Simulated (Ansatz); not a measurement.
CH5GeNO2 (`O=C[NH][GeH2][OH]`). The species carries charge 0 and has multiplicity 1.

Z-matrix (Å, degrees):
```
Ge
O 1 1.769
N 1 1.862 2 110.8
H 1 1.540 2 110.5 3 -113.4
H 1 1.521 2 106.1 3 120.8
H 2 0.960 1 113.1 3 56.8
C 3 1.358 1 121.4 2 75.0
H 3 1.008 1 121.8 2 -108.4
O 7 1.207 3 123.9 1 -2.0
H 7 1.107 3 113.8 1 177.9
```

Question: What are the harmonic wavenumbers in cm⁻¹ at PBE0-D4/def2-TZVP (Ansatz, finite differences of forces, unscaled)? (An estimate is asked.)

Answer: The calculation gave: 72, 131, 152, 178, 292, 511, 550, 578, 667, 722, 797, 830, 852, 935, 1041, 1145, 1401, 1422, 1802, 2152, 2245, 2953, 3631, 3901.

Question: Is this a minimum?

Answer: Yes, all 24 modes are real.

Question: Give the ideal-gas thermochemistry at 298.15 K and 1 bar (rigid rotor, harmonic oscillator; point group C1, symmetry number 1).

Answer: Zero-point energy 173.2 kJ/mol; H(298) − E = 194.3 kJ/mol; entropy 352.3 J/(mol·K), of which translation 170.1, rotation 112.7, vibration 69.6; G(298) − E = 89.3 kJ/mol. Modes under 100 cm⁻¹ are hindered rotations or soft bends, so the harmonic entropy is rough.
